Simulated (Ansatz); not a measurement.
Ansatz (a program for electronic structure) input (B3LYP/6-31G* with LANL2DZ past Ar): The .json file joins the Basis Set Exchange's 6-31G* for atoms up to Ar and LANL2DZ past it.

Ansatz 0.2 input:
```yaml
crystal:
  periodic: [false, false, false]
  atoms:
    - {symbol: Sb, position_ang: [0.21348782, 0.15155298, -0.00564657]}
    - {symbol: F, position_ang: [-1.38497171, -0.98317830, 0.03663131]}
    - {symbol: F, position_ang: [-1.11370954, 1.75804384, 0.09439721]}
    - {symbol: F, position_ang: [1.28891696, -1.63366576, -0.09903129]}
basis:
  gaussian:
    orbitals: 6-31Gs+LANL2DZ.json
hamiltonian:
  xc: {name: B3LYP}
total_charge: -1
magnetization: {spin_polarized: true, initial_magnetization: 1}
output: {forces: true}
```

**Question.** Predict the final energy.

**Answer.** -304.98936 Eh.
